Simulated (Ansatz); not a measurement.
Cost and result for the atomization energy of CH3ClFInO (`C[O][In]([F])[Cl]`) (8 atoms, 7 bonds).

Charge 0, multiplicity 1. Correlated methods include outer-core shells of In, which these sets cover unevenly. In takes the def2 core potential. All single points use the PBE0-D4/def2-TZVP geometry. It is one conformer, not always the lowest. Program: Ansatz. All runs use 4 threads of an Arm Neoverse V1 on a shared host. Times are those of one run each, without the atoms' runs, and a repeat can differ threefold. Electronic energies, without spin–orbit coupling; frozen cores. CCSD(T)/CBS adds CCSD(T) − MP2 in def2-TZVPP to the MP2 limit, and its time is that of the two runs behind it. T1 = 0.016. With those shells the extrapolation isn't a true limit. HSE06 is the plane-wave form, built on full-range PBE exchange.

CCSD(T)/CBS is a level of theory with its own doubt, some kJ/mol a heavy atom from the limit and from the frozen cores, so smaller differences don't rank the functionals.

```json
{"level": "LDA (SPW92)/def2-TZVPP", "functions": "227", "wall time": "1.1 s", "atomization (kcal/mol)": "746.0", "difference from CCSD(T)/CBS": "100.5", "per bond": "14.4"}
{"level": "PBE-D4/def2-TZVPP (with forces)", "functions": "227", "wall time": "2.2 s", "atomization (kcal/mol)": "654.7", "difference from CCSD(T)/CBS": "9.2", "per bond": "1.3"}
{"level": "HSE06-D4/def2-TZVPP", "functions": "227", "wall time": "2.9 s", "atomization (kcal/mol)": "636.2", "difference from CCSD(T)/CBS": "-9.3", "per bond": "-1.3"}
{"level": "r2SCANh-D4/def2-TZVPP", "functions": "227", "wall time": "4.7 s", "atomization (kcal/mol)": "635.4", "difference from CCSD(T)/CBS": "-10.1", "per bond": "-1.4"}
{"level": "r2SCAN-D4/def2-TZVPP (with forces)", "functions": "227", "wall time": "4.8 s", "atomization (kcal/mol)": "643.0", "difference from CCSD(T)/CBS": "-2.5", "per bond": "-0.4"}
{"level": "PBE-QIDH/def2-TZVPP", "functions": "227", "wall time": "5 s", "atomization (kcal/mol)": "633.4", "difference from CCSD(T)/CBS": "-12.1", "per bond": "-1.7"}
{"level": "B2PLYP/def2-TZVPP", "functions": "227", "wall time": "5.5 s", "atomization (kcal/mol)": "629.9", "difference from CCSD(T)/CBS": "-15.6", "per bond": "-2.2"}
{"level": "CCSD(T)/def2-SVP", "functions": "101", "wall time": "6 s", "atomization (kcal/mol)": "598.9", "difference from CCSD(T)/CBS": "-46.6", "per bond": "-6.7"}
{"level": "ωB97X-V/def2-TZVPP", "functions": "227", "wall time": "7 s", "atomization (kcal/mol)": "643.6", "difference from CCSD(T)/CBS": "-1.9", "per bond": "-0.3"}
{"level": "B97M-V/def2-TZVPP", "functions": "227", "wall time": "9.5 s", "atomization (kcal/mol)": "642.6", "difference from CCSD(T)/CBS": "-2.9", "per bond": "-0.4"}
{"level": "MP2/def2-QZVPP", "functions": "413", "wall time": "15 s", "atomization (kcal/mol)": "655.7", "difference from CCSD(T)/CBS": "10.2", "per bond": "1.5"}
{"level": "CCSD(T)/def2-TZVPP", "functions": "227", "wall time": "2.9 min", "atomization (kcal/mol)": "623.2", "difference from CCSD(T)/CBS": "-22.3", "per bond": "-3.2"}
{"level": "CCSD(T)/CBS(def2)", "functions": "–", "wall time": "3.1 min", "atomization (kcal/mol)": "645.5", "difference from CCSD(T)/CBS": "0.0", "per bond": "0.0"}
```

At CCSD(T), def2-SVP lies −46.6 kcal/mol from the extrapolated value and def2-TZVPP −22.2 kcal/mol: correlation converges slowly with the basis, and small sets miss more of it in the bonded molecule than in its fragments. The D4 term adds +5.9 kcal/mol with B3LYP and +3.1 kcal/mol with PBE0; it sums over pairs of atoms, weighted by their polarisabilities, and B3LYP, whose exchange is more repulsive, gets the larger term. In def2-TZVPP, CCSD(T) changes the Hartree–Fock value by +178.8 kcal/mol (the triples alone add +13.1 kcal/mol) and MP2 by +197.8 kcal/mol; breaking electron pairs costs correlation energy, which Hartree–Fock lacks.

B3LYP here is the variant with VWN-RPA as its local correlation; programs differ in this.

Spin–orbit coupling would lower the free In atoms strongly, and the atomization energy with them, by more than many differences here.
